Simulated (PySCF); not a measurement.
# Radial density of Pb³⁺ (lead, charge +3)

wB97X-V, [Xe] 4f14 5d10 6s1, 2S determinant. Computed with PySCF 2.14 in x2c-TZVPPall, with the spin-free X2C one-electron Hamiltonian (Gaussian nucleus).

```
r (bohr)  4πr²ρ (e/bohr)  4πr²(ρα − ρβ)
  0.0129           113.8         0.0035
  0.0216           101.1        -0.0002
  0.0364           138.3         0.0147
  0.0612           145.1         0.0040
   0.103           126.8         0.0136
   0.173           125.7         0.0072
   0.291           88.10         0.0583
   0.489           65.59         0.0224
   0.823           25.90         0.0493
    1.38           11.11         0.3265
    2.33           1.535         0.5470
    3.92         0.03508         0.0304
    6.59       7.663e-05         0.0001
```

Densities and radii are taken from the X2C orbitals without a picture-change correction, which distorts them close to the nucleus.

Spin-orbit coupling, which splits the p, d and f shells strongly at this Z, is absent.
